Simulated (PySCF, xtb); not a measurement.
C2H6ClFSi, SMILES F[C@@H](Cl)C[SiH3]. One conformer was computed; it need not be the lowest.

Harmonic wavenumbers (cm⁻¹) from GFN2-xTB (xtb) at its own minimum, in rising order: 47, 129, 158, 298, 349, 486, 526, 591, 644, 745, 761, 774, 795, 798, 947, 1077, 1154, 1182, 1257, 1290, 1453, 2266, 2296, 2315, 2897, 2986, 3013.

Problem. What does B3LYP-D3(BJ)/def2-SVP (PySCF) give at its own minimum? (Estimate from the structure and the level; the computed values follow.)

Solution. 52, 132, 166, 323, 373, 506, 527, 607, 663, 795, 851, 927, 953, 957, 971, 1095, 1200, 1242, 1296, 1373, 1417, 2222, 2246, 2252, 3044, 3097, 3106. Paired by order, the mean absolute difference is 57 cm⁻¹ and the zero-point energies are 44.7 and 46.3 kcal/mol.
